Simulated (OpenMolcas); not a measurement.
W5+ (d1) among equal point charges was computed by CASSCF with the d shell active (OpenMolcas, ANO-RCC-VDZP on the metal). Its lowest spin-free states, and all those of the highest spin:

| 2S+1 | Degeneracy | E (cm-1) |
| --- | --- | --- |
| 2 | 2 | 0.0 |
| 2 | 2 | 8436 |
| 2 | 1 | 13511 |

**Question.** Is the site octahedral, tetrahedral or cube-like, axial, or of lower symmetry?

**Answer.** The states with 2S+1 = 2 have orbital degeneracies 2, 2, 1. There are pairs but no triples, so the site is axial: not cubic, but with a proper or improper axis of order three or more. The run had W5+ among 2 point charges of -1.2 e arranged as a linear pair (D∞h), 2.1 Å from the ion.

Point charges carry no covalency, so the field is a model and not that of real ligands. No measured value stands beside these numbers.
